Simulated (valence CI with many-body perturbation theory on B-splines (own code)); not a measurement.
E1 transitions of Pm¹¹⁺

Method: valence CI with perturbative core correlation (CI+MBPT): four valence electrons over a frozen Dirac-Fock core [Kr] 4d10, radial functions for each j: 8 s, 8 p, 9 d, 9 f, 6 g, 3 h, 2 i, with the one-electron correlation potential Σ1, the two-electron term Σ2, the three-electron term Σ3, Breit, model QED; selected CI, second order for the rest (own B-spline code, finite nucleus).

No measured spectrum was set against this ion. As an estimate, terms of the open shell hold to a few per cent of their energy, and close levels can change places; configurations with another count of f electrons can be misplaced by thousands of cm⁻¹. Core correlation moves these levels by up to 53000 cm⁻¹, and in measured spectra 5 to 20 % of such shifts remained as error; rates that hang on mixing are uncertain with them. Among the levels kept, up to 340 cm⁻¹ of a level comes from second order outside the variational space, and about a tenth of that is noise between levels of different J, which matters for small intervals.

Lines 1 to 50 of 221 in falling wavelength, among levels below 20.500 eV, chosen from the strongest by gf and those to the six lowest levels. Wavelengths and rates use the calculated energies, so an error of 2000 cm⁻¹ moves a line at 262.4 nm by 5.2 % and its rate by three times that or more. Electric multipoles are in the length gauge, E1 and E2 with the static RPA response of the core. Weak lines are less certain than strong ones. Lines between different terms over intervals too small for the method are left out, as are lines whose strength nearly cancels. Where a level lies close to another of its J and parity, the split of strength between their lines is uncertain. The highest levels of a list are the least certain.

Names give the largest LS component (configuration and term), which can be under half, so a name can repeat, a term be missing and a line seem to break the LS rules; names also repeat where a configuration has a term twice.

| λ vac (nm) | Upper | Lower | A (s⁻¹) | log gf | Branch % |
| --- | --- | --- | --- | --- | --- |
| 262.4 | 4f3 5s 3H°_6 | 4f 5s2 5p 3G_5 | 4.24e+04 | -3.25 | 1.4 |
| 255.1 | 4f3 5s 5F°_5 | 4f 5s2 5p 3F_4 | 1.13e+04 | -3.92 | 0.8 |
| 238.0 | 4f3 5s 3H°_5 | 4f 5s2 5p 3F_4 | 3.47e+04 | -3.49 | 1.5 |
| 238.0 | 4f3 5s 1H°_5 | 4f 5s2 5p 1G_4 | 3.42e+04 | -3.50 | 0.6 |
| 223.6 | 4f2 5s 5p 5H°_4 | 4f 5s2 5p 1G_4 | 2.33e+04 | -3.80 | 0.0 |
| 223.4 | 4f2 5s 5p 5G°_2 | 4f 5s2 5p 3D_1 | 3.23e+04 | -3.92 | 0.1 |
| 221.3 | 4f3 5s 3H°_4 | 4f 5s2 5p 1F_3 | 1.99e+04 | -3.88 | 0.7 |
| 216.2 | 4f2 5s 5p 3H°_5 | 4f 5s2 5p 1G_4 | 1.02e+05 | -3.10 | 0.0 |
| 213.8 | 4f3 5s 1H°_5 | 4f 5s2 5p 3G_5 | 2.26e+04 | -3.77 | 0.4 |
| 203.7 | 4f2 5s 5p 5I°_5 | 4f 5s2 5p 3F_4 | 5.92e+04 | -3.39 | 0.1 |
| 202.4 | 4f2 5s 5p 5I°_4 | 4f 5s2 5p 1F_3 | 1.23e+05 | -3.17 | 0.2 |
| 197.2 | 4f2 5s 5p 5H°_3 | 4f 5s2 5p 3D_2 | 6.95e+04 | -3.55 | 0.0 |
| 196.7 | 4f3 5s 3P°_2 | 4f 5s2 5p 3D_2 | 8.92e+04 | -3.59 | 1.2 |
| 196.0 | 4f2 5s 5p 3H°_5 | 4f 5s2 5p 3G_5 | 7.77e+04 | -3.31 | 0.0 |
| 194.9 | 4f3 5s 3D°_3 | 4f 5s2 5p 3D_3 | 9.94e+04 | -3.40 | 1.2 |
| 191.1 | 4f2 5s 5p 5G°_4 | 4f 5s2 5p 3D_3 | 5.84e+04 | -3.54 | 0.1 |
| 179.5 | 4f2 5s 5p 5H°_4 | 4f 5s2 5p 3F_4 | 3.48e+04 | -3.82 | 0.0 |
| 173.2 | 4f2 5s 5p 5G°_4 | 4f 5s2 5p 3F_4 | 8.62e+04 | -3.46 | 0.1 |
| 172.1 | 4f3 5s 3F°_4 | 4f 5s2 5p 1F_3 | 5.36e+04 | -3.67 | 1.7 |
| 171.8 | 4f2 5s 5p 5H°_3 | 4f 5s2 5p 1F_3 | 3.58e+04 | -3.95 | 0.0 |
| 165.5 | 4f2 5s 5p 5H°_4 | 4f 5s2 5p 1F_3 | 5.32e+04 | -3.71 | 0.0 |
| 160.2 | 4f2 5s 5p 5G°_4 | 4f 5s2 5p 1F_3 | 3.58e+04 | -3.91 | 0.0 |
| 158.1 | 4f3 5s 1G°_4 | 4f 5s2 5p 1F_3 | 7.84e+04 | -3.58 | 2.1 |
| 120.4 | 4f3 5s 3H°_5 | 4f 5s2 5p 3G_4 | 9.30e+04 | -3.65 | 4.1 |
| 112.4 | 4f3 5s 5G°_5 | 4f 5s2 5p 3G_4 | 8.55e+04 | -3.75 | 0.9 |
| 110.8 | 4f3 5s 3G°_4 | 4f 5s2 5p 3G_4 | 2.91e+05 | -3.32 | 12.5 |
| 110.7 | 4f3 5s 5G°_3 | 4f 5s2 5p 3F_2 | 1.49e+05 | -3.72 | 6.6 |
| 110.3 | 4f3 5s 3G°_3 | 4f 5s2 5p 3F_3 | 1.18e+05 | -3.82 | 10.0 |
| 110.2 | 4f3 5s 3H°_4 | 4f 5s2 5p 3G_3 | 5.44e+05 | -3.05 | 18.2 |
| 110.2 | 4f3 5s 3G°_5 | 4f 5s2 5p 3G_4 | 3.65e+05 | -3.14 | 5.7 |
| 107.3 | 4f3 5s 3G°_3 | 4f 5s2 5p 3F_2 | 1.06e+05 | -3.89 | 9.0 |
| 106.1 | 4f3 5s 3F°_3 | 4f 5s2 5p 3G_4 | 1.54e+05 | -3.74 | 2.7 |
| 105.3 | 4f2 5s 5p 5I°_4 | 4f 5s2 5p 3G_3 | 1.56e+05 | -3.63 | 0.2 |
| 103.9 | 4f3 5s 5G°_4 | 4f 5s2 5p 3G_3 | 1.65e+05 | -3.62 | 2.2 |
| 103.4 | 4f3 5s 3F°_4 | 4f 5s2 5p 3F_3 | 1.66e+05 | -3.62 | 5.3 |
| 103.3 | 4f2 5s 5p 5H°_4 | 4f 5s2 5p 3G_4 | 7.70e+05 | -2.95 | 0.2 |
| 103.3 | 4f2 5s 5p 5H°_3 | 4f 5s2 5p 3F_3 | 2.25e+05 | -3.60 | 0.1 |
| 102.4 | 4f3 5s 3G°_3 | 4f 5s2 5p 3G_3 | 4.32e+05 | -3.32 | 36.7 |
| 101.7 | 4f2 5s 5p 3H°_5 | 4f 5s2 5p 3G_4 | 1.02e+06 | -2.76 | 0.2 |
| 101.4 | 4f2 5s 5p 5G°_2 | 4f 5s2 5p 3F_2 | 3.23e+05 | -3.60 | 0.7 |
| 101.0 | 4f2 5s 5p 5H°_4 | 4f 5s2 5p 3F_3 | 8.06e+05 | -2.96 | 0.2 |
| 100.7 | 4f2 5s 5p 5H°_3 | 4f 5s2 5p 3F_2 | 1.79e+06 | -2.72 | 0.6 |
| 100.4 | 4f3 5s 1G°_4 | 4f 5s2 5p 3G_4 | 9.74e+04 | -3.88 | 2.6 |
| 99.95 | 4f3 5s 3D°_3 | 4f 5s2 5p 3F_3 | 3.06e+05 | -3.49 | 3.8 |
| 99.26 | 4f3 5s 3F°_2 | 4f 5s2 5p 3G_3 | 2.71e+05 | -3.70 | 9.4 |
| 98.38 | 4f2 5s 5p 5G°_3 | 4f 5s2 5p 3F_2 | 1.06e+05 | -3.97 | 0.1 |
| 98.10 | 4f3 5s 3D°_2 | 4f 5s2 5p 3F_3 | 1.08e+06 | -3.11 | 24.9 |
| 96.99 | 4f3 5s 3P°_1 | 4f 5s2 5p 3F_2 | 1.04e+06 | -3.36 | 22.5 |
| 96.72 | 4f3 5s 3F°_3 | 4f 5s2 5p 3G_3 | 1.07e+05 | -3.98 | 1.9 |
| 96.49 | 4f3 5s 3F°_4 | 4f 5s2 5p 3G_3 | 1.12e+05 | -3.85 | 3.6 |
